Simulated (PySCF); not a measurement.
**How methods differ on the fine-structure interval of Au⁷⁴⁺**

Au⁷⁴⁺ [He] 2s2 2p1 [2p1/2^1, M_J = 1/2] → Au⁷⁴⁺ [He] 2s2 2p1 [2p3/2^1, M_J = 3/2], as a difference of total energies. Computed with PySCF 2.14 in an even-tempered Gaussian basis (16 s from 64 bohr⁻², ratio 2.4; 13 p from 83 bohr⁻², ratio 2.4; 5 d from 260 bohr⁻², ratio 2.6; 4 f from 400 bohr⁻², ratio 2.6), with the two-component X2C-1e Hamiltonian. Correlated levels: nothing frozen; the 26 highest virtual spinors dropped. "Screened" scales the spin-orbit matrix elements by Boettger's factors to mimic the two-electron term; Breit and QED terms are absent.

```
                    method  fine-structure interval (cm⁻¹)
 GHF (screened spin-orbit)                        16081000
GMP2 (screened spin-orbit)                        16059000
     GHF (bare spin-orbit)                        16557000
```
